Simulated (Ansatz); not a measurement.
```yaml
crystal:
  periodic: [false, false, false]
  atoms:
    - {symbol: Al, position_ang: [0.579908, -0.978651, 1.708769]}
    - {symbol: H, position_ang: [1.029630, -1.738289, 3.034001]}
    - {symbol: Te, position_ang: [1.835284, 1.344891, 1.172523]}
    - {symbol: Al, position_ang: [-0.719649, 1.859843, 0.486928]}
    - {symbol: H, position_ang: [-1.277695, 3.302701, 0.864135]}
    - {symbol: Te, position_ang: [-2.009542, -0.245783, 1.566185]}
    - {symbol: Al, position_ang: [-1.472045, -1.078769, -0.939880]}
    - {symbol: H, position_ang: [-2.614081, -1.915716, -1.668450]}
    - {symbol: Te, position_ang: [0.897505, -2.318816, -0.607745]}
    - {symbol: Al, position_ang: [1.611764, 0.197574, -1.255812]}
    - {symbol: H, position_ang: [2.862131, 0.351295, -2.229720]}
    - {symbol: Te, position_ang: [-0.723210, 1.219710, -2.130955]}
basis:
  gaussian: {orbitals: def2-SVP, fitting: {mean_field: cc-pVTZ-jkfit}}
hamiltonian: {xc: {name: LC-wPBE}}
accuracy: high
scf: {omitted_lower_state_checks: [starts]}
output: {forces: true}
```

```sh
$ ansatz run in.yaml --threads 4 --pin off --events-out ev --progress --plain --max-ram 6963MiB
```

Output, abridged:

```
Functional definition: LC-wPBE
Error: [file] the basis set cc-pVTZ-JKFIT has no functions for Te
```

In the def2 sets Te takes a core potential; there is no spin–orbit coupling. LC-ωPBE has ω = 0.4 bohr⁻¹.
